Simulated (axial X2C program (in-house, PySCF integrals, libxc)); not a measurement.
Values are calculated unless marked as measured or tabulated.
## SeF: input and output of an EOM-IP-CCSD run

Program: an in-house all-electron X2C program for linear molecules (integrals from PySCF).

Input and command:
```json
{"zs": [34, 9], "q": 0, "bas": ["dyall-acv3z", "dyall-av3z"], "r0": 1.8, "eom": "ip", "rq": -1, "thr": -2.0, "nmax": 95, "grid": [1, 0.96, 1.045, 0.92, 1.09, 1.15]}
```
```bash
python soeom.py task.json out
```

Keys: zs atomic numbers; q charge; bas basis sets; r0 starting distance in Å; eom kind of EOM run; rq charge at which the geometry is sought; thr threshold in hartree for freezing inner shells (an s shell follows its p shell); nmax most natural virtual spinors; grid distances as factors.

Output at R = 1.847 Å (near the PBE0 minimum at charge -1 of the determinant lowest at the starting distance; the state shown can have its own minimum elsewhere), reference SeF⁻:

```
two-component X2C + atomic mean field  HF
basis functions 172  fitting functions 927  grid points 5076
iter        total energy     max residual
   1      -2523.398856890     2.92e+00
   2      -2526.890104488     7.15e-02
   3      -2526.911311102     2.69e-02
   4      -2526.921314216     1.85e-03
   5      -2526.921421014     9.28e-04
   6      -2526.921435272     3.91e-04
   7      -2526.921439713     1.55e-04
   8      -2526.921441060     4.25e-05
   9      -2526.921441181     1.37e-05
  10      -2526.921441188     3.54e-06
  11      -2526.921441189     1.84e-06
converged
one-electron -3703.74717346  Coulomb 1187.22434416  exact exchange -97.16735975  xc functional 0.00000000  nuclear repulsion 87.67094020  atomic mean-field constant -0.90219233
correlated 14  virtual 242  natural virtual 92  E(MP2) -0.433563319  MP2 remainder -0.024683423
iter   CCSD correlation   residual
   1     -0.410091821   1.30e-01
   2     -0.420440020   5.37e-02
   3     -0.423249394   1.97e-02
   4     -0.423176414   5.82e-03
   5     -0.423203184   1.97e-03
   6     -0.423207637   5.98e-04
   7     -0.423202902   2.00e-04
   8     -0.423204019   5.59e-05
   9     -0.423203829   1.88e-05
  10     -0.423203723   7.61e-06
  11     -0.423203654   4.35e-06
  12     -0.423203635   2.76e-06
(T) -0.015279529  T1 0.0188  D1 0.0378  max T2 0.076
EOM-IP-CCSD roots
2*Omega      energy/Eh   energy/eV  one-particle weight
    1       0.09534243      2.5944      0.943
    1       0.27808941      7.5672      0.000
    1       0.30330341      8.2533      0.905
    1       0.30976972      8.4293      0.901
    3       0.08681010      2.3622      0.945
    3       0.27916245      7.5964      0.001
    3       0.30177056      8.2116      0.905
    5       0.34078959      9.2734      0.000
```
T1 in the output is the amplitude norm over the root of the electron number; divide by √2 for the Lee–Taylor value.

Reference electrons by ω block (each with its −ω partner): 1/2: 15, 3/2: 6, 5/2: 1. Root energies count from the CCSD energy of the reference. The reference need not be the lowest state of its species. All roots sought are printed; those with a small one-particle weight need a further excitation, are placed far too high, and may in truth lie low or lowest. Inner shells are frozen, and levels at this size can be off by some tenths of an eV.
